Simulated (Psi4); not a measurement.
Psi4 input (wB97X-D/6-31G*):

```
memory 1500 MB

molecule {
0 2
B    -0.23786300    0.00343900    0.81000900
B     0.20189000   -0.00291900   -0.68750700
H    -0.56932900    0.00823100    1.93877000
H     0.33858300    1.02002700   -1.29056900
H     0.41061200   -1.03085800   -1.26071100
symmetry c1
no_reorient
no_com
}

set {
  basis 6-31G*
  reference uks
  scf_type pk
  dft_radial_points 99
  dft_spherical_points 590
  e_convergence 1e-8
  d_convergence 1e-7
  maxiter 150
}

e = energy('wb97x-d')
print_out(f'\nFINAL {e:.10f} DIPOLE {variable("CURRENT DIPOLE")[0]:.6f} {variable("CURRENT DIPOLE")[1]:.6f} {variable("CURRENT DIPOLE")[2]:.6f}\n')
```

From the output:

```

    Beta Occupied:

       1A     -6.900447     2A     -6.827694     3A     -0.610206
       4A     -0.538623     5A     -0.421906     6A     -0.410763

    Beta Virtual:

       7A     -0.031553     8A      0.018739     9A      0.134207
      10A      0.220068    11A      0.273826    12A      0.320210
      13A      0.356631    14A      0.467042    15A      0.526787
      16A      0.528752    17A      0.564244    18A      0.579736
      19A      0.620006    20A      0.673810    21A      0.978243
      22A      1.009038    23A      1.037845    24A      1.080950
      25A      1.191570    26A      1.282333    27A      1.367465
      28A      1.468211    29A      1.492236    30A      1.770456
      31A      1.837924    32A      1.879160    33A      2.081733
      34A      2.424241    35A      3.559269    36A      3.664613

    Final Occupation by Irrep:
              A
    DOCC [     6 ]
    SOCC [     1 ]
    NA   [     7 ]
    NB   [     6 ]

  @UKS Final Energy:   -51.37233904121009

   => Energetics <=

    Nuclear Repulsion Energy =             18.8803939260687095
    One-Electron Energy =                -104.6004886384599502
    Two-Electron Energy =                  40.4596049213412030
    DFT Exchange-Correlation Energy =      -6.1111794327585036
    Empirical Dispersion Energy =          -0.0006698174015413
    VV10 Nonlocal Energy =                  0.0000000000000000
    Total Energy =                        -51.3723390412100898

  UHF NO Occupations:
  HONO-2 :    5  A 1.9997617
  HONO-1 :    6  A 1.9992846
  HONO-0 :    7  A 1.0000000
  LUNO+0 :    8  A 0.0007154
  LUNO+1 :    9  A 0.0002383
  LUNO+2 :   10  A 0.0001883
  LUNO+3 :   11  A 0.0000463

Computation Completed

Properties will be evaluated at   0.000000,   0.000000,   0.000000 [a0]

Properties computed using the SCF density matrix

 Multipole Moments:

 ------------------------------------------------------------------------------------
     Multipole            Electronic (a.u.)      Nuclear  (a.u.)        Total (a.u.)
 ------------------------------------------------------------------------------------

 L = 1.  Multiply by 2.5417464519 to convert [e a0] to [Debye]
 Dipole X            :         -0.1579141            0.0000019           -0.1579122
 Dipole Y            :          0.0022831           -0.0000000            0.0022831
 Dipole Z            :          0.5377482            0.0000000            0.5377482
 Magnitude           :                                                    0.5604593

 ------------------------------------------------------------------------------------

FINAL -51.3723390412 DIPOLE -0.157912 0.002283 0.537748

*** Psi4 exiting successfully. Buy a developer a beer!
```

The geometry given is a B3LYP-D3(BJ)/def2-TZVP minimum.
